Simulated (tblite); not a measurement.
Compound: C2H10BN2P.
Atom-mapped SMILES: `[CH3:1][NH:2][B:3]([PH2:4])[NH:5][CH3:6]` (hydrogens: H7, H8, H9 on C1; H10 on N2; H11, H12 on P4; H13 on N5; H14, H15, H16 on C6)

Computed with GFN2-xTB (tblite), gas phase: Langevin dynamics at 200 K from the optimised GFN2-xTB geometry, time step 0.5 fs, friction 0.01 fs⁻¹, 2000 steps. The instantaneous temperature is 2·E(kin)/(3Nk) with all 3N coordinates.

| t (fs) | T (K) | E(pot) above start (eV) | C1–N2 (Å) | N2–B3 (Å) | B3–P4 (Å) | B3–N5 (Å) | N5–C6 (Å) | C1–H7 (Å) | C1–N2–B3–P4 (°) |
| --- | --- | --- | --- | --- | --- | --- | --- | --- | --- |
| 0 | 163 | 0.000 | 1.442 | 1.399 | 1.938 | 1.406 | 1.445 | 1.096 | -2 |
| 25 | 106 | 0.182 | 1.454 | 1.418 | 1.933 | 1.411 | 1.444 | 1.111 | 0 |
| 50 | 125 | 0.178 | 1.450 | 1.408 | 1.939 | 1.407 | 1.445 | 1.084 | -5 |
| 75 | 132 | 0.198 | 1.441 | 1.389 | 1.932 | 1.412 | 1.456 | 1.108 | -8 |
| 100 | 152 | 0.201 | 1.459 | 1.411 | 1.958 | 1.409 | 1.440 | 1.101 | -14 |
| 125 | 139 | 0.259 | 1.468 | 1.415 | 1.889 | 1.396 | 1.433 | 1.106 | -18 |
| 150 | 177 | 0.280 | 1.449 | 1.428 | 1.960 | 1.429 | 1.441 | 1.101 | -3 |
| 175 | 149 | 0.313 | 1.393 | 1.401 | 1.932 | 1.424 | 1.464 | 1.095 | 17 |
| 200 | 134 | 0.362 | 1.420 | 1.390 | 1.923 | 1.419 | 1.462 | 1.097 | 4 |
| 225 | 150 | 0.286 | 1.447 | 1.395 | 1.917 | 1.424 | 1.447 | 1.110 | 1 |
| 250 | 152 | 0.284 | 1.487 | 1.380 | 1.930 | 1.404 | 1.423 | 1.127 | -9 |
| 275 | 179 | 0.280 | 1.486 | 1.377 | 1.954 | 1.402 | 1.424 | 1.099 | -2 |
| 300 | 267 | 0.334 | 1.423 | 1.387 | 1.986 | 1.411 | 1.479 | 1.059 | -10 |
| 325 | 253 | 0.423 | 1.394 | 1.401 | 1.915 | 1.411 | 1.468 | 1.047 | -11 |
| 350 | 284 | 0.510 | 1.428 | 1.409 | 1.936 | 1.429 | 1.438 | 1.073 | 4 |
| 375 | 302 | 0.487 | 1.415 | 1.396 | 1.915 | 1.415 | 1.415 | 1.145 | 10 |
| 400 | 256 | 0.531 | 1.448 | 1.446 | 2.038 | 1.458 | 1.439 | 1.152 | 17 |
| 425 | 298 | 0.329 | 1.449 | 1.430 | 1.924 | 1.426 | 1.451 | 1.100 | 2 |
| 450 | 184 | 0.463 | 1.425 | 1.414 | 1.891 | 1.426 | 1.451 | 1.061 | 12 |
| 475 | 249 | 0.374 | 1.443 | 1.422 | 1.929 | 1.422 | 1.432 | 1.125 | 5 |
| 500 | 197 | 0.488 | 1.441 | 1.452 | 1.965 | 1.396 | 1.428 | 1.133 | -7 |
| 525 | 226 | 0.444 | 1.445 | 1.441 | 1.933 | 1.414 | 1.455 | 1.079 | 8 |
| 550 | 246 | 0.511 | 1.398 | 1.403 | 1.882 | 1.419 | 1.472 | 1.077 | 13 |
| 575 | 259 | 0.319 | 1.436 | 1.424 | 1.958 | 1.438 | 1.482 | 1.113 | 12 |
| 600 | 214 | 0.409 | 1.449 | 1.429 | 1.930 | 1.403 | 1.435 | 1.116 | 21 |
| 625 | 196 | 0.353 | 1.478 | 1.450 | 1.943 | 1.406 | 1.435 | 1.084 | 10 |
| 650 | 178 | 0.335 | 1.417 | 1.389 | 1.866 | 1.378 | 1.433 | 1.115 | -16 |
| 675 | 212 | 0.221 | 1.412 | 1.399 | 1.964 | 1.407 | 1.446 | 1.120 | -19 |
| 700 | 135 | 0.387 | 1.464 | 1.431 | 1.958 | 1.411 | 1.481 | 1.103 | 6 |
| 725 | 199 | 0.361 | 1.447 | 1.390 | 1.921 | 1.379 | 1.471 | 1.068 | 2 |
| 750 | 128 | 0.276 | 1.447 | 1.378 | 2.000 | 1.387 | 1.464 | 1.053 | 0 |
| 775 | 179 | 0.324 | 1.482 | 1.424 | 1.898 | 1.415 | 1.493 | 1.055 | 20 |
| 800 | 194 | 0.379 | 1.484 | 1.421 | 1.878 | 1.406 | 1.478 | 1.129 | 18 |
| 825 | 160 | 0.448 | 1.464 | 1.402 | 2.014 | 1.369 | 1.394 | 1.165 | 6 |
| 850 | 206 | 0.254 | 1.412 | 1.404 | 1.982 | 1.396 | 1.480 | 1.110 | -6 |
| 875 | 153 | 0.434 | 1.431 | 1.450 | 1.866 | 1.460 | 1.511 | 1.060 | -12 |
| 900 | 235 | 0.276 | 1.446 | 1.416 | 1.885 | 1.420 | 1.460 | 1.109 | -16 |
| 925 | 169 | 0.319 | 1.444 | 1.406 | 2.007 | 1.394 | 1.394 | 1.148 | -6 |
| 950 | 181 | 0.382 | 1.440 | 1.397 | 1.915 | 1.435 | 1.442 | 1.193 | 14 |
| 975 | 207 | 0.372 | 1.455 | 1.407 | 1.935 | 1.438 | 1.491 | 1.164 | 9 |
| 1000 | 244 | 0.385 | 1.395 | 1.357 | 1.946 | 1.408 | 1.473 | 1.064 | 11 |

**Question.** From 500 fs on, how do temperature and potential energy compare with equipartition?

**Answer.** The mean temperature of these 21 frames is 196 K against the target 200 K, and the mean potential energy 0.37 eV against 42 × kT/2 = 0.36 eV for 42 classical harmonic modes. For 16 atoms in a canonical ensemble the temperature itself scatters by T·√(2/(3N)) = 41 K; here its standard deviation is 35 K. The whole run lasts only 10 friction times of 100 fs, so these averages carry a wide statistical error.

**Question.** What are the kinetic and total energies of the listed frame with the highest potential energy?

**Answer.** The one at 400 fs, 0.531 eV above the start. Its kinetic energy is 3NkT/2 = 0.530 eV at 256 K, so the sum is 1.06 eV; over the listed frames the sum runs from 0.34 to 1.11 eV, since the thermostat adds and removes energy.

**Question.** How much do the listed bonds fluctuate from 500 fs on?

**Answer.** 
```tsv
bond	at the start (Å)	mean (Å)	standard deviation (Å)
C1–N2	1.442	1.442	0.025
N2–B3	1.399	1.413	0.024
B3–P4	1.938	1.936	0.044
B3–N5	1.406	1.409	0.022
N5–C6	1.445	1.458	0.030
C1–H7	1.096	1.108	0.038
```

The motion is classical and holds no zero-point motion.

What follows is the cost of the whole dynamics run. Time: 11 s; peak memory 0.18 GiB. Hardware: one thread of an Arm Neoverse V1, shared host with 32 logical CPUs at a one-minute load of 17.
